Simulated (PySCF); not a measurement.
# Rh⁺ (rhodium, charge +1): M06-L calculation

Configuration: [Kr] 4d8, high-spin 3F determinant. Calculation: PySCF 2.14, in x2c-SVPall; the spin-free X2C one-electron Hamiltonian (Gaussian nucleus).

```json
{
 "Total energy": "-4782.78 hartree",
 "One-electron energy": "-6582.04 hartree",
 "Hartree (Coulomb) energy": "1939.00 hartree",
 "Exchange-correlation energy": "-139.74 hartree",
 "⟨S²⟩": "2.0035",
 "⟨L²⟩": "12.016",
 "Sum of ⟨r⟩": "28.63 bohr",
 "Sum of ⟨r²⟩": "36.30 bohr²",
 "Langevin diamagnetic susceptibility": "-28.8 ×10⁻⁶ cm³/mol",
 "Time after the integrals": "2.3 s of wall time on 1 thread of Neoverse-V1 (shared host)"
}
```

| shell | electrons | mean orbital energy (eV) | spread (eV) | rms radius, mean of both spins (bohr) |
| --- | --- | --- | --- | --- |
| 1s α | 1 | -23049.0 | 0 | 0.0375 |
| 1s β | 1 | -23049.0 | 0 | 0.0375 |
| 2s α | 1 | -3365.0 | 0 | 0.154 |
| 2s β | 1 | -3364.6 | 0 | 0.154 |
| 2p α | 3 | -3014.0 | 0 | 0.137 |
| 2p β | 3 | -3013.7 | 0 | 0.137 |
| 3s α | 1 | -614.74 | 0 | 0.416 |
| 3s β | 1 | -614.57 | 0 | 0.416 |
| 3p α | 3 | -497.53 | 0 | 0.420 |
| 3p β | 3 | -497.33 | 0 | 0.420 |
| 3d α | 5 | -311.09 | 0.265 | 0.405 |
| 3d β | 5 | -310.76 | 0.054 | 0.405 |
| 4s α | 1 | -93.400 | 0 | 1.05 |
| 4s β | 1 | -91.017 | 0 | 1.05 |
| 4p α | 3 | -60.527 | 0 | 1.16 |
| 4p β | 3 | -58.118 | 0 | 1.16 |
| 4d α | 5 | -14.230 | 0.673 | 1.69 |
| 4d β | 3 | -13.042 | 0 | 1.69 |

Densities and radii are taken from the X2C orbitals without a picture-change correction, which distorts them close to the nucleus.
